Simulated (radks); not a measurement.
Neutral potassium inside a hard spherical wall (all orbitals vanish at R), configuration held at [Ar] 4s1 and not refilled when levels cross. All-electron calculation, scalar-relativistic Kohn-Sham, PBEsol, spin-polarised, spherical densities, finite nucleus; open shells are filled with parallel spins first; Fermi nuclear charge, rms radius 3.4349 fm. Program: a radial shooting solver on a logarithmic mesh with Libxc functionals. Eigenvalues in eV for spin up, with the zero of energy where the potential of the charges vanishes at infinity; a dash marks a level that is unbound or too diffuse for the functional's potential to be trusted. A positive occupied level is held by the wall or, in an anion where self-interaction has pushed it up, behind a barrier. The pressure on the wall is -dE/dV.

\begin{tabular}{lrrrrrrrrr}
R (bohr) & E (hartree) & kinetic (hartree) & e(2p) & e(3s) & e(3p) & e(4s) & e(4p, empty) & e(5s, empty) & pressure (GPa) \\ \hline
free & -601.29018 & 604.801 & -279.80 & -35.189 & -18.734 & -2.543 & -0.947 & - & 0 \\
15 & -601.29009 & 604.802 & -279.79 & -35.175 & -18.720 & -2.534 & -0.904 & 0.579 & 0.000746 \\
12 & -601.28923 & 604.809 & -279.71 & -35.093 & -18.639 & -2.477 & -0.743 & 1.670 & 0.0118 \\
8 & -601.27165 & 604.889 & -278.98 & -34.396 & -17.959 & -1.723 & 0.680 & 7.486 & 0.494 \\
7 & -601.25158 & 604.960 & -278.52 & -33.958 & -17.537 & -1.001 & 1.861 & 11.521 & 1.37 \\
3 & -599.53178 & 610.780 & -263.41 & -23.313 & -6.543 & 38.982 & 49.537 & 133.62 & 673 \\
2 & -591.32539 & 635.278 & -222.81 & 8.044 & 28.001 & 157.52 & 169.92 & 396.16 & 11800 \\
\end{tabular}
